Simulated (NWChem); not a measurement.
# RbI; SMILES [Rb][I]

Results from NWChem. All runs use the structure optimised with PBE0/def2-SVP. def2 effective core potentials on Rb, I; no spin-orbit coupling. Total energies compare along this basis series because the functional is fixed.

```csv
level,basis functions,energy (Ha),highest occupied level (eV),orbital gap (eV),dipole (D),relative time
CAM-B3LYP/def2-SVP,50,-321.8589,-6.42,5.29,11.87,1
CAM-B3LYP/def2-SVPD,62,-321.8622,-6.51,5.38,11.94,1
CAM-B3LYP/def2-TZVP,83,-321.8696,-6.54,5.41,11.92,4
CAM-B3LYP/def2-TZVPD,92,-321.8698,-6.55,5.42,11.88,5
CAM-B3LYP/def2-TZVPP,90,-321.8697,-6.54,5.41,11.91,5
CAM-B3LYP/def2-QZVP,131,-321.8718,-6.56,5.44,11.80,30
```

Times are rough ratios from one shared machine.
